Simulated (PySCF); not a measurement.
## `[SiH3]c1ccc(Cl)s1`, C4H5ClSSi

Cartesian coordinates in Å; atom numbers follow the order of the lines, from 1:
```xyz
12

Si   -1.696    0.810   -0.180
C     0.164    0.661   -0.132
C     0.900   -0.459    0.197
C     2.306   -0.268    0.142
C     2.624    1.012   -0.233
Cl    4.189    1.673   -0.423
S     1.222    1.974   -0.517
H    -2.174    1.172   -1.549
H    -2.249   -0.520    0.211
H    -2.179    1.857    0.771
H     0.436   -1.407    0.474
H     3.055   -1.027    0.366
```

Method used: PySCF, quadratic response wB97X-D/3-21G first hyperpolarisability, Taylor convention, gas phase. Geometry: PBE0-D3(BJ)/def2-SVP.

Question: Give the tensor of the static β(0;0,0) in the axes of these coordinates.

Answer: In au, Taylor convention; rows are the first index (the induced dipole):
```csv
,xx,yy,zz,xy,xz,yz
x,+363.7,+6.4,+16.4,+67.3,-19.2,+3.3
y,+67.3,+45.1,-3.7,+6.4,+3.3,-19.2
z,-19.2,-19.2,+7.2,+3.3,+16.4,-3.7
```
Norm of βᵢ = ⅓ Σⱼ (βᵢⱼⱼ + βⱼᵢⱼ + βⱼⱼᵢ): 402.7 au, hyper-Rayleigh value 163.6 au.
